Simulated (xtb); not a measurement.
xtb input (GFN2-xTB):

```bash
xtb mol.xyz --gfn 2 --ohess tight --chrg 1 --uhf 0
```
mol.xyz:
```
3

B      0.01194213    -0.01415444    -0.03790494
F      1.19365312    -0.00440701     0.04750030
H     -1.14502770     0.00205273    -0.03694781
```

End of the output:

```
   ------------------------------------------------------------------------

         :::::::::::::::::::::::::::::::::::::::::::::::::::::
         ::                  THERMODYNAMIC                  ::
         :::::::::::::::::::::::::::::::::::::::::::::::::::::
         :: total free energy          -5.953260126696 Eh   ::
Note: The following floating-point exceptions are signalling: IEEE_DENORMAL
normal termination of xtb
         ::.................................................::
         :: total energy               -5.946242318482 Eh   ::
         :: zero point energy           0.012748597057 Eh   ::
         :: G(RRHO) w/o ZPVE           -0.019766405272 Eh   ::
         :: G(RRHO) contrib.           -0.007017808215 Eh   ::
         :::::::::::::::::::::::::::::::::::::::::::::::::::::

optimized geometry written to: xtbopt.xyz

           -------------------------------------------------
          | TOTAL ENERGY               -5.946242318482 Eh   |
          | TOTAL ENTHALPY             -5.929880661043 Eh   |
          | TOTAL FREE ENERGY          -5.953260126696 Eh   |
          | GRADIENT NORM               0.000052350854 Eh/α |
          | HOMO-LUMO GAP               5.866248636613 eV   |
           -------------------------------------------------

------------------------------------------------------------------------
------------------------------------------------------------------------
 total:
 SCF:
 ANC optimizer:
 analytical hessian:
```
